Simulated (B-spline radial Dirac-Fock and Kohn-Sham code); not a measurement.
**Satellites and hypersatellites of the K lines of I²⁺**

System: iodine as I²⁺, configuration [Kr] 4d10 5s2 5p3, inside a Watson sphere of charge -2 and radius 1.6 Å (a model of the Madelung potential; inside it an electron's potential energy is raised by 18.0 eV).

The computed values come from an atomic code on a B-spline grid: multi-electron Dirac-Fock with separately optimised hole states, Breit and Lamb-shift corrections added in first order. Each two-hole energy is an average over J within one jj subconfiguration, not an observable level; in light atoms, where LS coupling holds, the j-resolved values are not observed lines, and for a K spectator the Kα1 hypersatellite is nearly forbidden. Correlation energy is missing from these numbers.

Lines without a spectator: Kα2 (K-L2) 28315.4 eV, Kα1 (K-L3) 28610.2 eV, Kβ3 (K-M2) 32234.2 eV, Kβ1 (K-M3) 32290.9 eV. Shifts in eV with one spectator hole (a dash: not computed, or left out as unreliable):

```
spectator hole     Kα2     Kα1     Kβ3     Kβ1
        K (1s)  +620.2  +642.7  +793.0  +797.8
    L2 (2p1/2)   +69.6   +88.6       –  +185.2
    L3 (2p3/2)   +66.1   +67.1  +161.0       –
    M2 (3p1/2)       –  +10.65  +23.40  +28.53
    M3 (3p3/2)   +7.54       –  +23.68  +23.33
    M4 (3d3/2)   +1.49   -1.38       –       –
    M5 (3d5/2)   -1.96   +0.20       –       –
```
